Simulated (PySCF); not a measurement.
**Adding and removing an electron: BPb**

UHF-CCSD(T); B cc-pVDZ, Pb cc-pVDZ-PP with ECP60; scalar-relativistic core potentials (PySCF 2.14). Neutral (UHF): quartet (σ ↑, π ↑↑), Re = 2.293 Å, ωe = 486 cm⁻¹, De = 2.06 eV.

BPb⁺ (UHF): triplet (σ ↑, π ↑), Re = 2.517 Å, ωe = 344 cm⁻¹. The energies at the minima are -216.56808 hartree for BPb and -216.29408 for BPb⁺.

**Question.** Work out the adiabatic ionisation energy, without and with harmonic zero-point energies (1 hartree = 27.2114 eV, 1 eV = 8065.5 cm⁻¹), and the change of the bond length.

**Answer.** At UHF-CCSD(T): 0.27400 hartree = 7.456 eV between the minima; the zero-point term (344.0 − 486.0)/2 cm⁻¹ = -0.009 eV makes it 7.447 eV. Re changes by +22.4 pm against the neutral. The electron leaves a π orbital, and the longer bond of the ion fits a bonding orbital, or a change in how ionic the bond is.

Correlated steps freeze 5 core orbitals. Correlated levels converge slowly with the basis: in double zeta they bind strong bonds too weakly, by up to about 1 eV, and carry superposition errors of some tenths. Spin–orbit coupling is left out, which matters for elements this heavy, above all for dissociation energies. States were picked by a PBE0 search and need not be the measured ground states.
